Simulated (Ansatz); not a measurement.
Two members of one family (Series SnX4), computed with Ansatz in the gas phase; def2 core potentials for Sn, no spin–orbit coupling. The two geometries come from different levels. Binding counts from free atoms in the multiplicity of their measured ground term, without zero-point energy. A dash marks a value that wasn't run or was left out as unsound. The structures are stationary points that may keep the symmetry of their start. Remarks come from the PBE and PBE0 runs and from stability tests at other levels; not every state was tested. HOMO above LUMO (over both spins in singlets and doublets, within one spin in higher multiplets; at PBE or PBE0), or a gap under 0.15 eV within one spin, warns that the state may not be the lowest or that an electron is smeared out.

First: SnH4 (singlet, charge 0, PBE-D4/def2-TZVP geometry).

| atom | x (Å) | y (Å) | z (Å) |
| --- | --- | --- | --- |
| Sn1 | 0.000 | 0.000 | 0.000 |
| H2 | 1.679 | 0.225 | 0.277 |
| H3 | -0.853 | 1.410 | 0.479 |
| H4 | -0.555 | -1.342 | 0.913 |
| H5 | -0.270 | -0.293 | -1.669 |

| level | HOMO (eV) | LUMO (eV) | gap (eV) | vertical IE (eV) | binding per atom (eV) |
| --- | --- | --- | --- | --- | --- |
| PBE-D4/def2-SVP | -7.86 | 0.01 | 7.87 | – | 2.17 |
| r2SCAN-D4/def2-TZVP | -8.24 | -0.02 | 8.22 | 11.36 | 2.24 |
| PBE0-D4/def2-SVP | -9.10 | 0.99 | 10.09 | – | 2.18 |
| PBE0-D4/def2-TZVP | -9.15 | 0.57 | 9.72 | 11.49 | 2.19 |
| BHLYP-D4/def2-TZVP | -10.31 | 1.35 | 11.66 | – | 2.24 |

Remarks: gap within one spin near zero at PBE or PBE0 (+1 doublet).

Second: SnF4 (singlet, charge 0, r2SCAN-D4/def2-SVP geometry).

```xyz
5

Sn    0.000    0.000    0.000
F     0.541   -0.901   -1.593
F    -1.567   -0.833    0.701
F    -0.377    1.827   -0.399
F     1.402   -0.094    1.290
```

Question: Estimate the same table for the second.

Answer: 
| level | HOMO (eV) | LUMO (eV) | gap (eV) | vertical IE (eV) | binding per atom (eV) |
| --- | --- | --- | --- | --- | --- |
| PBE-D4/def2-SVP | -9.71 | -4.66 | 5.05 | – | 3.60 |
| r2SCAN-D4/def2-TZVP | -10.76 | -4.79 | 5.98 | 14.04 | 3.56 |
| PBE0-D4/def2-SVP | -12.03 | -3.81 | 8.22 | – | 3.32 |
| PBE0-D4/def2-TZVP | -12.39 | -4.01 | 8.38 | 14.74 | 3.45 |
| BHLYP-D4/def2-TZVP | -14.48 | -3.06 | 11.42 | – | 3.20 |

Remarks: gap within one spin near zero at PBE or PBE0 (+1 doublet).
